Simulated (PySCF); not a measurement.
F2Mg, charge +1, doublet, at a GFN2-xTB geometry (such geometries of metal compounds can be far from the true shape) (a state made from the parent by changing its charge; the spin is typed, not shown lowest).

PySCF was given this input:
```python
from pyscf import gto, scf, dft

mol = gto.M(
    atom='''
Mg    0.020849   -0.002923   -0.007000
F    -0.224165    1.320818   -1.172351
F     0.196367   -1.316920    1.181684
''',
    basis='6-31g**',
    charge=1,
    spin=1,
    verbose=4,
)

mf = dft.UKS(mol)
mf.xc = 'b3lyp5'
mf.kernel()
```

Problem. Predict the <S^2> from B3LYP5/6-31G** in PySCF.

Solution. 0.757

Problem. Estimate the Mulliken (on the basis functions themselves) charges in atom order that B3LYP5/6-31G** returns for this input.

Solution. Mg1 1.41, F2 -0.20, F3 -0.20

Problem. What is the computed nuclear repulsion energy (B3LYP5/6-31G**)?

Solution. 76.2340 Eh

Problem. Estimate the total energy that B3LYP5/6-31G** returns for this input.

Solution. -399.319863 Ha

These values belong to the state on which the SCF converged, which isn't shown to be the lowest.
